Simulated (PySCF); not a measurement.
C2H9NSi3, SMILES [SiH3][C@@H](C#N)[SiH2][SiH3]. Coordinates come from a ωB97X-D3(BJ)/def2-SVP optimisation. The structure was generated by enumeration; whether it is a known compound was not checked. One conformer was computed; it need not be the lowest.

Computed equilibrium geometry at ωB97X-D3(BJ)/def2-SVP (PySCF confirms it by a frequency run) as bond lengths and angles (one conformer of several):
Atoms: N1 C2 C3 Si4 Si5 Si6 H7 H8 H9 H10 H11 H12 H13 H14 H15. Bonds (Å): N1–C2 1.158, C2–C3 1.455, C3–Si4 1.902, C3–Si5 1.913, C3–H7 1.104, Si4–H8 1.489, Si4–H9 1.488, Si4–H10 1.490, Si5–Si6 2.335, Si5–H11 1.492, Si5–H12 1.492, Si6–H13 1.493, Si6–H14 1.492, Si6–H15 1.489. Angles (°): N1–C2–C3 177.7, C2–C3–Si4 111.3, C2–C3–Si5 110.1, C2–C3–H7 108.8, Si4–C3–Si5 111.1, Si4–C3–H7 108.1, Si5–C3–H7 107.4, C3–Si4–H8 110.2, C3–Si4–H9 108.9, C3–Si4–H10 107.5, H8–Si4–H9 110.3, H8–Si4–H10 110.0, H9–Si4–H10 109.9, C3–Si5–Si6 109.5, C3–Si5–H11 106.9, C3–Si5–H12 108.3, Si6–Si5–H11 111.9, Si6–Si5–H12 111.5, H11–Si5–H12 108.6, Si5–Si6–H13 108.6, Si5–Si6–H14 109.8, Si5–Si6–H15 110.0, H13–Si6–H14 109.1, H13–Si6–H15 109.7, H14–Si6–H15 109.7.
Charge 0, spin multiplicity 1.
